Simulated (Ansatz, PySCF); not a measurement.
Diatomic SiNi, closed-shell singlet (the spin of the measured ground state). No spin–orbit coupling. Ni is treated without relativity. The T1 diagnostic near the minimum is 0.067, so single-reference values are doubtful.

Constants: fifth-degree fit in 1/R to seven points, most abundant isotopes. Runs in def2 and cc sets follow the lowest solution found near the PBE0 minimum. The singlet is held restricted. HF and MP2 rows in def2 and cc sets belong to the determinant that coupled cluster picked by its CCSD energy.

Correlated levels freeze the inner cores; with def2 sets outer-core shells near the valence are correlated too. CBS(a, b) extrapolates the correlation energy as X⁻³ and adds the Hartree–Fock energy of set b. Rows in LANL2DZ carry no dispersion term and start afresh at each structure. LANL2DZ brings its own core potentials from Na on.

Codes used: Ansatz (an electronic-structure program); PySCF for LANL2DZ rows. Each number belongs to the level named beside it.

D_e counts from each atom's lowest state at the same level, without counterpoise or zero-point energy.

```tsv
level	r_e (Å)	ω_e (cm⁻¹)	ω_e x_e (cm⁻¹)	D_e (eV)	dipole (D)
HF/def2-QZVPP	1.996	477	2.1	-	-
SVWN5/def2-TZVPP	1.996	?	1.7	4.66	0.22
BP86/LANL2DZ	2.084	478	1.8	-	1.18
B3LYP/def2-TZVPP	2.012	498	1.7	2.38	0.62
B2PLYP/def2-TZVPP	2.077	469	1.0	-	-
SCS-MP2/def2-QZVPP	1.998	593	0.66	-	-
CCSD(T)/def2-QZVPP	2.018	468	3.4	3.04	-
CCSD(T)/CBS(def2-TZVPP, def2-QZVPP)	?	?	3.3	3.20	-
```

Q: What belongs in the gaps?

A: 
- CCSD(T)/CBS(def2-TZVPP, def2-QZVPP), r_e (Å): 2.007
- CCSD(T)/CBS(def2-TZVPP, def2-QZVPP), ω_e (cm⁻¹): 484
- SVWN5/def2-TZVPP, ω_e (cm⁻¹): 511

Measured for the ground state: D_0 3.324 ± 0.003 eV [Morse and co-workers].

Doubts at one or more of the structures used: a restricted determinant that unrestricted orbitals would lower (HF/def2-QZVPP, B2PLYP/def2-TZVPP, SCS-MP2/def2-QZVPP, CCSD(T)/def2-QZVPP, CCSD(T)/CBS(def2-TZVPP, def2-QZVPP)); T1 above 0.05 (CCSD(T)/def2-QZVPP, CCSD(T)/CBS(def2-TZVPP, def2-QZVPP)).
